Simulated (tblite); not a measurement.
Compound: C5H7ClF2O.
Geometry (GFN2-xTB, Å), atoms numbered from 1 in this order:
```
atom  x, y, z in Å
F1    -3.0281    0.4342    0.5835
C2    -2.2265   -0.6722    0.4064
O3    -1.2282   -0.4074   -0.4964
C4    -0.2479    0.5071   -0.0575
C5     0.7908    0.7501   -1.1658
C6     1.7827   -0.1556   -0.4219
Cl7    3.4129    0.4896   -0.1885
C8     0.8756   -0.1247    0.8115
F9     0.5929   -1.3469    1.3530
H10   -1.8627   -0.9442    1.4078
H11   -2.8530   -1.4609   -0.0219
H12   -0.7186    1.3975    0.3714
H13    0.4818    0.3955   -2.1447
H14    1.1160    1.7848   -1.2259
H15    1.8731   -1.1562   -0.8428
H16    1.2316    0.5182    1.6203
```

Computed values, GFN2-xTB/tblite, gas phase, harmonic and unscaled. This tight-binding method is rough: wavenumbers can miss measured ones by several per cent, in bad cases by 10 to 20. One conformer, not necessarily the lowest.

Harmonic wavenumbers (cm⁻¹): 36.6, 67.6, 119.3, 176.2, 193.3, 246.5, 300.1, 326.1, 418.9, 550.2, 592.8, 647.5, 795.2, 846.8, 918.5, 958.2, 985.0, 1022.9, 1040.5, 1058.0, 1086.6, 1098.4, 1119.6, 1157.1, 1161.9, 1194.0, 1208.2, 1213.4, 1243.6, 1245.7, 1290.5, 1307.6, 1324.3, 1424.7, 1432.4, 2899.8, 2926.9, 2961.0, 2966.4, 2988.2, 3036.9, 3044.3.

A = 3412, B = 661.2, C = 597.5 MHz; mass 156.015 u (most abundant isotopes); point group C1, symmetry number 1.

Problem. What is the zero-point energy?

Solution. ½Σν̃ = 25316 cm⁻¹ = 72.38 kcal/mol.

Problem. Give the ideal-gas entropy at 500 K and 1 bar in the rigid-rotor, harmonic-oscillator model (classical rotation).

Solution. Translation 43.64, rotation 31.40, vibration 43.04: S = 118.1 cal/(mol K).

Problem. And Cp and H(500 K) − H(0)?

Solution. Cp = 50.35 cal/(mol K), of which vibrations give 42.40 (their classical limit is 42 R = 83.5); H(500 K) − H(0) = 14.83 kcal/mol without the zero-point energy, 10.86 from vibrations.

Problem. What must be added to the electronic energy to get the Gibbs energy at 500 K and 1 bar?

Solution. ZPE + [H(500 K) − H(0)] − T·S = 72.38 + 14.83 − 59.04 = 28.17 kcal/mol.

Problem. Which modes carry the vibrational entropy at 500 K?

Solution. 36.6 cm⁻¹: 6.46; 67.6 cm⁻¹: 5.24; 119.3 cm⁻¹: 4.12; 176.2 cm⁻¹: 3.36; 193.3 cm⁻¹: 3.18; 246.5 cm⁻¹: 2.71 cal/(mol K); the other 36 give 17.96 together.

Problem. How do the functions run with temperature in this model?

Solution. 
| T (K) | S (cal/(mol K)) | Cp (cal/(mol K)) | H − H(0) (kcal/mol) | G − H(0) (kcal/mol) | ln q(vib) |
| --- | --- | --- | --- | --- | --- |
| 150 | 78.3 | 21.4 | 2.24 | -9.51 | 2.95 |
| 250 | 91.0 | 29.3 | 4.76 | -17.99 | 5.23 |
| 298.15 | 96.5 | 33.6 | 6.27 | -22.51 | 6.30 |
| 400 | 107.7 | 42.7 | 10.16 | -32.91 | 8.54 |
| 600 | 127.8 | 56.5 | 20.18 | -56.51 | 12.90 |
| 900 | 153.3 | 68.8 | 39.16 | -98.81 | 19.14 |

q(vib) and H(0) count from the zero-point level.

Problem. Blend soft modes into free rotors: weight 1/[1 + (100 cm⁻¹/ν̃)⁴] for the oscillator and the rest for a rotor with moment μB/(μ + B), μ = h/(8π²ν), B = 10⁻⁴⁴ kg m². What vibrational entropy results?

Solution. 39.36 cal/(mol K) in place of 43.04, which changes −T·S at 500 K by +1.84 kcal/mol.

Hindered rotation and anharmonicity are outside this model. Other conformers, if any are populated, would add a mixing term that is left out. The structure is chiral; the term R ln 2 for an equal mix with its mirror image is left out.
